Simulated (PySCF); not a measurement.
## Assignment exercise: C7H13N3

Bonds (- single, = double, # triple, : aromatic): C1-C2, C2:N3, N3:N4, N4:N5, N5:C6, C6-C7, C7-C8, C7-C9, C7-C10, C6:C2. C1 carries H11, H12, H13; N3 carries H14; C8 carries H15, H16, H17; C9 carries H18, H19, H20; C10 carries H21, H22, H23.

[PySCF 2.14.0 with density-fitted response routines: σ from GIAO-PBE0/pcSseg-1; geometry: GFN2-xTB; equivalent nuclei averaged; non-relativistic Hamiltonian; one computed conformer; gas phase]

References, each an isolated molecule treated in the same way: TMS for ¹³C (186.93 ppm), ¹H (31.72 ppm).

Q: Assign these signals to the numbered atoms. ¹³C{¹H} NMR (computed): δ 154.0, 133.7, 33.1, 31.2, 12.2.

A: 
```tsv
δ (ppm)	atoms	environment	reason
154.0	C6	substituted aromatic carbon next to a ring nitrogen	–
133.7	C2	substituted aromatic carbon next to a ring nitrogen	–
33.1	C7	quaternary sp3 carbon on an aromatic ring	saturated and bonded to C and H only
31.2	C8/C9/C10	methyl carbon	a saturated carbon with 1 carbon neighbour and no heteroatom attached
12.2	C1	methyl carbon on an aromatic ring	a saturated carbon with 1 carbon neighbour and no heteroatom attached
```

C7 and C8/C9/C10 lie closer than the usual error of such a calculation, so a measured spectrum could show them in the other order.

Q: Assign these signals to the numbered atoms. ¹H NMR (400 MHz, computed): δ 10.66 (br s, 1H), 2.60 (s, 3H), 1.46 (s, 9H).

A: 
10.66 → H14, hydrogen on a pyrrole-type ring nitrogen: labile proton, position sensitive to the medium
2.60 → H11/H12/H13, hydrogen on a methyl carbon on an aromatic ring: benzylic-type position, deshielded by the ring
1.46 → H15/H16/H17/H18/H19/H20/H21/H22/H23, hydrogen on a methyl carbon

Exchangeable OH/NH protons stand at their gas-phase positions; hydrogen bonding in a real sample shifts them, mostly to higher δ. Shifts are as computed. Against solution values, carbons near 30 ppm lie about +3 ppm off and those near 130 ppm about +5 ppm. Of 1211 compounds with measured shifts, 218 miss one by over three times the rms of a fit or turn the order of signals round; such compounds aren't used in these exercises. Multiplicities follow the n + 1 count of equivalent neighbours, as no J values were calculated; m marks all less simple cases, F and P coupling included.
